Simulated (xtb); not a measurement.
xtb job for C4H7BO, SMILES C=C1CB(C)O1, GFN2-xTB. 

```
$ xtb mol.xyz --gfn 2 --sp --chrg 0 --uhf 0 --json
$ cat mol.xyz
13

C      2.31554330     0.48517126    -0.11029785
C      1.04634459     0.13739601    -0.11036988
C      0.20638453    -0.94718523    -0.74107178
B     -0.91073992    -0.14345366     0.07695876
C     -2.45580693    -0.19731388     0.35257520
O      0.00324319     0.76655139     0.56287763
H      2.66654740     1.33575151     0.44613779
H      3.03568510    -0.08038948    -0.67252624
H      0.48650135    -1.95175563    -0.43081197
H      0.20319411    -0.91753109    -1.82876035
H     -2.72379442    -1.11475273     0.87277753
H     -3.02172765    -0.19470008    -0.57657722
H     -2.79344463     0.63982558     0.95693146
```

Program output:

```
[banner left out]
          |                Calculation Setup                |
           -------------------------------------------------



           -------------------------------------------------
          |                 G F N 2 - x T B                 |
           -------------------------------------------------

        Reference                      10.1021/acs.jctc.8b01176
      * Hamiltonian:
        H0-scaling (s, p, d)           1.850000    2.230000    2.230000
        zeta-weighting                 0.500000
      * Dispersion:
        s8                             2.700000
        a1                             0.520000
        a2                             5.000000
        s9                             5.000000
      * Repulsion:
        kExp                           1.500000    1.000000
        rExp                           1.000000
      * Coulomb:
        alpha                          2.000000
        third order                    shell-resolved
        anisotropic                    true
        a3                             3.000000
        a5                             4.000000
        cn-shift                       1.200000
        cn-exp                         4.000000
        max-rad                        5.000000


          ...................................................
          :                      SETUP                      :
          :.................................................:
          :  # basis functions                  31          :
          :  # atomic orbitals                  31          :
          :  # shells                           19          :
          :  # electrons                        32          :
          :  max. iterations                   250          :
          :  Hamiltonian                  GFN2-xTB          :
          :  restarted?                      false          :
          :  GBSA solvation                  false          :
          :  PC potential                    false          :
          :  electronic temp.          300.0000000     K    :
          :  accuracy                    1.0000000          :
          :  -> integral cutoff          0.2500000E+02      :
          :  -> integral neglect         0.1000000E-07      :
          :  -> SCF convergence          0.1000000E-05 Eh   :
          :  -> wf. convergence          0.1000000E-03 e    :
          :  Broyden damping             0.4000000          :
          :  net charge                          0          :
          :  unpaired electrons                  0          :
          ...................................................

 iter      E             dE          RMSdq      gap      omega  full diag
   1    -17.3951861 -0.173952E+02  0.608E+00    5.59       0.0  T
   2    -17.5640634 -0.168877E+00  0.467E+00    3.54       1.0  T
   3    -17.6274309 -0.633675E-01  0.244E+00    5.14       1.0  T
   4    -17.6380189 -0.105880E-01  0.915E-01    4.53       1.0  T
   5    -17.6483625 -0.103436E-01  0.284E-01    4.83       1.0  T
   6    -17.6483412  0.213185E-04  0.194E-01    4.93       1.0  T
   7    -17.6488609 -0.519702E-03  0.416E-02    4.87       1.0  T
   8    -17.6488634 -0.246421E-05  0.140E-02    4.86       2.0  T
   9    -17.6488642 -0.829901E-06  0.487E-03    4.86       5.7  T
  10    -17.6488642  0.247727E-07  0.311E-03    4.86       8.9  T
  11    -17.6488642 -0.409500E-07  0.853E-04    4.86      32.5  T
  12    -17.6488642 -0.630050E-08  0.209E-04    4.86     132.6  T

   *** convergence criteria satisfied after 12 iterations ***

         #    Occupation            Energy/Eh            Energy/eV
      -------------------------------------------------------------
         1        2.0000           -0.6947340             -18.9047
       ...           ...                  ...                  ...
        10        2.0000           -0.4723926             -12.8545
        11        2.0000           -0.4715557             -12.8317
        12        2.0000           -0.4620676             -12.5735
        13        2.0000           -0.4501079             -12.2481
        14        2.0000           -0.4228361             -11.5060
        15        2.0000           -0.4029899             -10.9659
        16        2.0000           -0.3929071             -10.6915 (HOMO)
        17                         -0.2143793              -5.8336 (LUMO)
        18                         -0.1800921              -4.9006
        19                          0.0445477               1.2122
        20                          0.0581672               1.5828
        21                          0.0977000               2.6586
       ...                                ...                  ...
        31                          0.6867376              18.6871
      -------------------------------------------------------------
                  HL-Gap            0.1785279 Eh            4.8580 eV
             Fermi-level           -0.3036432 Eh           -8.2626 eV

 SCC (total)                   0 d,  0 h,  0 min,  0.007 sec
 SCC setup                      ...        0 min,  0.000 sec (  1.416%)
 Dispersion                     ...        0 min,  0.000 sec (  1.202%)
 classical contributions        ...        0 min,  0.000 sec (  0.339%)
 integral evaluation            ...        0 min,  0.001 sec ( 13.962%)
 iterations                     ...        0 min,  0.003 sec ( 47.136%)
 molecular gradient             ...        0 min,  0.002 sec ( 34.303%)
 printout                       ...        0 min,  0.000 sec (  1.527%)

         :::::::::::::::::::::::::::::::::::::::::::::::::::::
         ::                     SUMMARY                     ::
         :::::::::::::::::::::::::::::::::::::::::::::::::::::
         :: total energy             -17.412719961687 Eh    ::
         :: gradient norm              0.000577106427 Eh/a0 ::
         :: HOMO-LUMO gap              4.857990426334 eV    ::
         ::.................................................::
         :: SCC energy               -17.648864193482 Eh    ::
         :: -> isotropic ES            0.043612568894 Eh    ::
         :: -> anisotropic ES          0.003381071622 Eh    ::
         :: -> anisotropic XC          0.005742035303 Eh    ::
         :: -> dispersion             -0.006440022574 Eh    ::
         :: repulsion energy           0.236144231795 Eh    ::
         :: add. restraining           0.000000000000 Eh    ::
         :: total charge              -0.000000000000 e     ::
         :::::::::::::::::::::::::::::::::::::::::::::::::::::

           -------------------------------------------------
          |                Property Printout                |
           -------------------------------------------------

    * Orbital Energies and Occupations

         #    Occupation            Energy/Eh            Energy/eV
      -------------------------------------------------------------
         1        2.0000           -0.6947340             -18.9047
       ...           ...                  ...                  ...
         4        2.0000           -0.5853805             -15.9290
         5        2.0000           -0.5657970             -15.3961
         6        2.0000           -0.5348292             -14.5534
         7        2.0000           -0.5284139             -14.3789
         8        2.0000           -0.5097984             -13.8723
         9        2.0000           -0.4787437             -13.0273
        10        2.0000           -0.4723926             -12.8545
        11        2.0000           -0.4715557             -12.8317
        12        2.0000           -0.4620676             -12.5735
        13        2.0000           -0.4501079             -12.2481
        14        2.0000           -0.4228361             -11.5060
        15        2.0000           -0.4029899             -10.9659
        16        2.0000           -0.3929071             -10.6915 (HOMO)
        17                         -0.2143793              -5.8336 (LUMO)
        18                         -0.1800921              -4.9006
        19                          0.0445477               1.2122
        20                          0.0581672               1.5828
        21                          0.0977000               2.6586
        22                          0.1653753               4.5001
        23                          0.1931501               5.2559
        24                          0.2056361               5.5956
        25                          0.2138987               5.8205
        26                          0.2395544               6.5186
        27                          0.2534540               6.8968
       ...                                ...                  ...
        31                          0.6867376              18.6871
      -------------------------------------------------------------
                  HL-Gap            0.1785279 Eh            4.8580 eV
             Fermi-level           -0.3036432 Eh           -8.2626 eV

     #   Z          covCN         q      C6AA      α(0)
     1   6 C        2.834    -0.131    31.335     9.173
     2   6 C        3.339     0.134    22.810     7.556
     3   6 C        3.749    -0.172    23.925     6.976
     4   5 B        3.113     0.354    16.164     6.706
     5   6 C        3.674    -0.198    24.664     7.116
     6   8 O        1.665    -0.327    19.482     5.959
     7   1 H        0.926     0.054     2.274     2.358
     8   1 H        0.926     0.047     2.359     2.402
     9   1 H        0.925     0.044     2.401     2.423
    10   1 H        0.925     0.044     2.400     2.423
    11   1 H        0.925     0.052     2.292     2.367
    12   1 H        0.925     0.050     2.316     2.380
    13   1 H        0.925     0.050     2.321     2.382

 Mol. C6AA /au·bohr⁶  :       1541.886414
 Mol. C8AA /au·bohr⁸  :      36376.383337
 Mol. α(0) /au        :         60.221582


Wiberg/Mayer (AO) data.
largest (>0.10) Wiberg bond orders for each atom

 ---------------------------------------------------------------------------
     #   Z sym  total        # sym  WBO       # sym  WBO       # sym  WBO
 ---------------------------------------------------------------------------
     1   6 C    3.979 --     2 C    1.888     8 H    0.973     7 H    0.969
     2   6 C    3.923 --     1 C    1.888     6 O    1.004     3 C    0.993
     3   6 C    3.960 --     2 C    0.993     4 B    0.966     9 H    0.960
                            10 H    0.959
     4   5 B    3.326 --     6 O    1.179     5 C    1.032     3 C    0.966
     5   6 C    3.982 --     4 B    1.032    13 H    0.981    12 H    0.966
                            11 H    0.963
     6   8 O    2.334 --     4 B    1.179     2 C    1.004
     7   1 H    0.997 --     1 C    0.969
     8   1 H    0.997 --     1 C    0.973
     9   1 H    0.998 --     3 C    0.960
    10   1 H    0.998 --     3 C    0.959
    11   1 H    0.996 --     5 C    0.963
    12   1 H    0.996 --     5 C    0.966
    13   1 H    0.997 --     5 C    0.981
 ---------------------------------------------------------------------------

Topologies differ in total number of bonds
Writing topology from bond orders to xtbtopo.mol

molecular dipole:
                 x           y           z       tot (Debye)
 q only:       -0.293      -0.449      -0.267
   full:       -0.161      -0.407      -0.259       1.292
molecular quadrupole (traceless):
                xx          xy          yy          xz          yz          zz
 q only:        2.001       0.453      -1.152      -0.198      -0.628      -0.849
  q+dip:        2.237       0.196      -1.230      -0.564      -0.264      -1.006
   full:        1.488      -0.072      -1.179      -0.307      -1.266      -0.309


           -------------------------------------------------
Note: The following floating-point exceptions are signalling: IEEE_UNDERFLOW_FLAG IEEE_DENORMAL
normal termination of xtb
          | TOTAL ENERGY              -17.412719961687 Eh   |
          | GRADIENT NORM               0.000577106427 Eh/α |
          | HOMO-LUMO GAP               4.857990426334 eV   |
           -------------------------------------------------

------------------------------------------------------------------------
------------------------------------------------------------------------
 total:
 SCF:
```

Self-consistency was reached.
